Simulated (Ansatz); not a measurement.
`C=C(C)CN` + `[SiH3]P` → `NC[SiH2]P` + `C=CC`  (formal exchange of groups at a C–C bond)

Isolated molecules relaxed with PBE0-D4/def2-TZVP in Ansatz; ΔE leaves out vibrations. CCSD(T)/CBS adds triple-zeta CCSD(T) − MP2 to the extrapolated MP2 energy (def2 sets, frozen cores). This one scheme is used for every species. Functionals use def2-TZVPP. One conformer a species, not always the lowest.

Question: Is it downhill or uphill in electronic energy at CCSD(T)/CBS, and by how much? (Best estimate.)

Answer: Computed: Downhill: ΔE = -0.09 eV.

Question: What do these levels give: PBE-D4, B2PLYP, CCSD/def2-TZVPP, HF/def2-QZVPP, MP2/def2-QZVPP, HF/CBS(def2)? (Estimate.)

Answer: The calculation gave: PBE-D4 -0.11, B2PLYP -0.09, CCSD/def2-TZVPP -0.06, HF/def2-QZVPP -0.06, MP2/def2-QZVPP -0.08, HF/CBS(def2) -0.06 eV.

Largest T1 diagnostic among the species: 0.013.
